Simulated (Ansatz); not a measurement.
Total energies of AlBrH$_{2}$S, SMILES `[SH][AlH][Br]`.

Z-matrix (Å, degrees):
```
Al
S 1 2.170
Br 1 2.253 2 118.8
H 1 1.569 2 120.6 3 -179.9
H 2 1.345 1 93.1 3 -0.1
```

Charge 0, multiplicity 1. Correlated methods include outer-core shells of Br, which these sets cover unevenly. Scalar relativity is left out up to krypton. All single points use the PBE0-D4/def2-TZVP geometry. It is one conformer, not always the lowest. Basis def2-TZVPP, Ansatz 0.2.0.

RPA on PBE orbitals: Hartree–Fock energy of these orbitals -3213.12799 Eh, correlation -0.85804 Eh (frozen core).

| functional | energy without D4 (Eh) | D4 term (kJ/mol) |
| --- | --- | --- |
| LDA (SPW92) | -3210.10967 | – |
| PBE | -3215.40872 | -11.4 |
| revPBE | -3215.75973 | -26.6 |
| B97M-V | -3215.49035 | – |
| PBE0 | -3215.55690 | -9.9 |
| B3LYP | -3216.17886 | -18.9 |
| r2SCAN0 | -3216.03199 | -3.1 |
| HSE06 (plane-wave form) | -3215.54787 | -9.4 |
| BHLYP | -3216.10224 | -17.8 |
| CAM-B3LYP | -3216.24900 | -10.4 |
| ωB97X-V | -3215.77273 | – |
| ωB97M-V | -3215.92481 | – |
| B2PLYP | -3215.48233 | – |
| PBE-QIDH | -3215.07622 | – |

Question: Give the same for BLYP, r2SCAN, r2SCANh, LC-ωPBE. (Estimate.)

Answer: The calculation gave: 
```tsv
functional	energy without D4 (Eh)	D4 term (kJ/mol)
BLYP	-3216.13097	-24.1
r2SCAN	-3216.04109	-2.5
r2SCANh	-3216.03712	-2.8
LC-ωPBE	-3215.55558	–
```

B3LYP takes the VWN-RPA correlation (the form of Gaussian; ORCA's B3LYP/G). HSE06 is the plane-wave form, built on full-range PBE exchange. The double hybrids freeze the cores in their second-order part.

LC-ωPBE has ω = 0.4 bohr⁻¹.
